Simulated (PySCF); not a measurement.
Finite-field polarisability of Ar (argon, neutral)

[Ar], closed-shell 1S. All numbers are calculated (PySCF 2.14, scalar relativity by spin-free X2C-1e, in dyall-av3z (19s12p3d2f, 84 functions)). Frozen: [Ne]. Energy changes in a uniform field (μhartree):

```tsv
axis	F (au)	HF	MP2	CCSD	CCSD(T)
x	0.0044	-100.995	-104.290	-103.858	-104.519
x	0.0088	-404.067	-417.265	-415.534	-418.182
```

Problem. Derive α along x at CCSD(T) from the two fields.

Solution. With ΔE = −αF²/2 − γF⁴/24, α = −(16 ΔE(F) − ΔE(2F))/(6F²) = 10.80 bohr³.

Problem. And the mean polarisability at each level?

Solution. HF 10.43, MP2 10.77, CCSD 10.73, CCSD(T) 10.80 bohr³. Reference: 11.083 ± 0.007 bohr³ (recommended; Schwerdtfeger and Nagle, table of static dipole polarizabilities (2023 update)).
